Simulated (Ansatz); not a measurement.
One change: `BC(=C)C` becomes `BC(=C)[O][GeH3]`.

Ansatz, PBE0-D4/def2-TZVP geometries, multiplicity 1. Each molecule was computed in one conformer, which needn't be the lowest.

Scalar relativity is left out up to krypton.

```
                                      property  `BC(=C)C`
             LUMO energy (PBE/def2-TZVPP) / eV      -2.93
size of the dipole moment (PBE/def2-TZVPP) / D       1.26
          HOMO–LUMO gap (PBE0/def2-TZVPP) / eV       5.99
       HOMO–LUMO gap (ωB97M-V/def2-TZVPP) / eV      10.18
           LUMO energy (B3LYP/def2-TZVPP) / eV      -2.15
             HOMO energy (PBE/def2-TZVPP) / eV      -6.91
```

(1) Give the same properties after the change, and the shifts. (An estimate is asked.)

Answers

(1) The calculation gave: 
```
                                      property  `BC(=C)[O][GeH3]`  shift
             LUMO energy (PBE/def2-TZVPP) / eV              -3.05  -0.12
size of the dipole moment (PBE/def2-TZVPP) / D               0.63  -0.63
          HOMO–LUMO gap (PBE0/def2-TZVPP) / eV               4.95  -1.04
       HOMO–LUMO gap (ωB97M-V/def2-TZVPP) / eV               9.10  -1.08
           LUMO energy (B3LYP/def2-TZVPP) / eV              -2.29  -0.14
             HOMO energy (PBE/def2-TZVPP) / eV              -5.96   0.95
```

With PBE0 the HOMO rises by 0.89 eV and the LUMO falls by 0.16 eV, so the gap narrows by about 1.05 eV. PBE moves the HOMO by 0.95 eV and ωB97M-V by 0.90 eV. Dipoles are sizes alone; their direction can turn.

B3LYP here is the variant with VWN-RPA as its local correlation; programs differ in this.
